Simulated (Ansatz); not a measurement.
A nudged elastic band was laid between two geometries of AlCl₂H₆NSi (11 atoms, charge 0, multiplicity 1).

Theory: Ansatz, RKS PBE-D4/6-31G*.

```
movable images  : 5
climbing image  : yes
spring          : 5.0 eV/Å²
optimiser       : quadratic models (default)
start path      : through a guess of the saddle point
force threshold : 0.03 eV/Å
iteration limit : 60
end points      : relaxed
```

First end point:

```xyz
11
Properties=species:S:1:pos:R:3
Al 0.005 -0.202 0.040
H -0.390 1.132 0.819
Cl 2.073 -0.415 -0.528
Cl -1.401 -0.953 -1.412
N -0.214 -1.681 1.449
H -0.861 -2.359 1.014
Si 1.304 -2.522 2.053
H 1.858 -3.292 0.908
H 2.205 -1.460 2.578
H 0.880 -3.441 3.161
H -0.734 -1.257 2.232
```

Last end point:

```xyz
11
Properties=species:S:1:pos:R:3
Al 0.173 -0.830 -0.188
H -0.977 1.012 1.602
Cl 1.819 0.475 -0.273
Cl -1.458 -0.524 -1.488
N 0.167 -2.263 0.879
H -0.671 -2.849 0.809
Si 1.386 -2.833 2.011
H 1.823 -4.236 1.691
H 2.555 -1.904 1.904
H 0.884 -2.832 3.429
H -0.977 0.335 1.936
```

Problem. What changes between the two ends?

Solution. Bonds broken: Al1–H2, N5–H11. Bonds formed: H2–H11. AlCl2H6NSi becomes AlCl2H4NSi + H2.

Problem. Give the energies along the band, and the barrier.

Solution. The forces met the threshold. The highest image is number 3 of 0 to 6, 129.7 kJ/mol above the first end and 66.7 kJ/mol above the last; the last end lies 63.0 kJ/mol above the first. A vibrational analysis at the climbing image gives one clearly imaginary mode, 1157i cm⁻¹: a first-order saddle point. The orbitals stay closed-shell, which can raise the energy where a bond breaks towards radicals; this wasn't checked here.

```
image  path coordinate (Å)  energy (kJ/mol)  Al1–H2 (Å)  N5–H11 (Å)  H2–H11 (Å)
    0                 0.00              0.0        1.59        1.03        2.80
    1                 0.60              8.1        1.60        1.03        2.35
    2                 1.20             43.5        1.63        1.06        1.72
    3                 1.80            129.7        1.80        1.44        1.02
    4                 2.68             71.4        2.32        2.30        0.76
    5                 3.55             63.4        2.70        2.90        0.75
    6                 4.42             63.0        2.81        3.03        0.76
```

Problem. What is the geometry of the highest image?

Solution. 
```xyz
11
Properties=species:S:1:pos:R:3
Al 0.030 -0.580 -0.145
H -0.539 0.450 1.210
Cl 1.987 -0.006 -0.693
Cl -1.520 -0.718 -1.576
N -0.089 -1.846 1.271
H -0.926 -2.443 1.228
Si 1.277 -2.566 2.162
H 2.029 -3.566 1.337
H 2.185 -1.440 2.540
H 0.750 -3.244 3.390
H -0.461 -0.492 1.588
```

Problem. What are the harmonic wavenumbers there?

Solution. 1157i, 66, 78, 112, 134, 175, 250, 399, 435, 566, 577, 646, 697, 707, 794, 900, 922, 942, 958, 1077, 1380, 1708, 1756, 2192, 2200, 2227, 3436 cm⁻¹.

The run took 4.2 min on 2 threads of Intel(R) Xeon(R) Platinum 8488C (Sapphire Rapids) (shared host), peak memory 0.18 GiB.
